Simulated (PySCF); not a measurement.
The scaffold SiH2(OH)-X carries different groups X. Gas-phase values, no solvent. One relaxed conformer stands for each flexible species; it need not be the lowest. Strings in code marks are SMILES.

Method: PySCF 2.14.0 with PBE0-D4/def2-TZVP. Excitations are Tamm–Dancoff values on a coarser integration grid. The basis has no diffuse functions, so Rydberg states are missing or too high.

```json
[
 {"species": "X = H (`O[SiH3]`)", "HOMO (eV)": "-8.73", "S1–T1 gap (TDA) (eV)": "0.42", "S1 oscillator strength": "0.002"},
 {"species": "X = ethyl (`CC[SiH2]O` (C–C–Si–O torsion 178°, C–Si–O–H torsion 71°))", "HOMO (eV)": "-8.05", "S1–T1 gap (TDA) (eV)": "0.34", "S1 oscillator strength": "0.008"},
 {"species": "X = isopropyl (`CC(C)[SiH2]O` (C–C–Si–O torsion -179°, C–Si–O–H torsion -78°))", "HOMO (eV)": "-7.77", "S1–T1 gap (TDA) (eV)": "0.31", "S1 oscillator strength": "0.002"},
 {"species": "X = iodo", "HOMO (eV)": "-7.69", "S1–T1 gap (TDA) (eV)": "0.51", "S1 oscillator strength": "0.013"},
 {"species": "X = amino (`N[SiH2]O`)", "HOMO (eV)": "-7.78", "S1–T1 gap (TDA) (eV)": "0.48", "S1 oscillator strength": "0.034"},
 {"species": "X = formyl (`C([SiH2]O)=O` (O–C–Si–O torsion 0°, C–Si–O–H torsion 0°))", "HOMO (eV)": "-7.39", "S1–T1 gap (TDA) (eV)": "0.81", "S1 oscillator strength": "0.002"},
 {"species": "X = vinyl (`O[SiH2]C=C` (C–C–Si–O torsion -6°, C–Si–O–H torsion -73°))", "HOMO (eV)": "-7.96", "S1–T1 gap (TDA) (eV)": "2.25", "S1 oscillator strength": "0.006"},
 {"species": "X = hydroxymethyl", "HOMO (eV)": "-7.53", "S1–T1 gap (TDA) (eV)": "0.47", "S1 oscillator strength": "0.004"},
 {"species": "X = germyl (`O[SiH2][GeH3]` (H–O–Si–Ge torsion 60°))", "HOMO (eV)": "-7.81", "S1–T1 gap (TDA) (eV)": "0.67", "S1 oscillator strength": "0.012"},
 {"species": "X = carbamoyl (`C([SiH2]O)(N)=O` (O–C–Si–O torsion 0°, C–Si–O–H torsion 0°))", "HOMO (eV)": "-7.43", "S1–T1 gap (TDA) (eV)": "0.75", "S1 oscillator strength": "0.006"},
 {"species": "X = siloxy", "HOMO (eV)": "-8.74", "S1–T1 gap (TDA) (eV)": "0.37", "S1 oscillator strength": "0.002"},
 {"species": "X = AlH2 (`O[SiH2][AlH2]`)", "HOMO (eV)": "-7.23", "S1–T1 gap (TDA) (eV)": "0.74", "S1 oscillator strength": "0.009"}
]
```
